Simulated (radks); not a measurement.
Problem. The mean radii <r> (bohr) of the occupied orbitals of an atom or ion are listed with their occupations. Method: scalar-relativistic Kohn-Sham, LDA (Slater exchange, VWN5 correlation), spin-unpolarised, spherical densities, finite nucleus; Fermi nuclear charge, rms radius of each element as measured or else 0.836 A^(1/3) + 0.57 fm; computed with a radial shooting solver on a logarithmic mesh with Libxc functionals.

| orbital | occ. | <r> |
|---|---|---|
| 1s | 2 | 0.1302 |
| 2s | 2 | 0.5729 |

Name the element and its charge.

Solution. Z = 12, magnesium, charge +8: Mg8+ in [He] 2s2. The 1s radius gives Z: for a bare nucleus <r> = (2 gamma + 1)/(2Z) with gamma = sqrt(1 - (Z/c)^2), 0.1247 bohr for Z = 12, and screening makes it slightly larger (0.1302 here). The occupations add up to 4, and the charge is Z minus that.
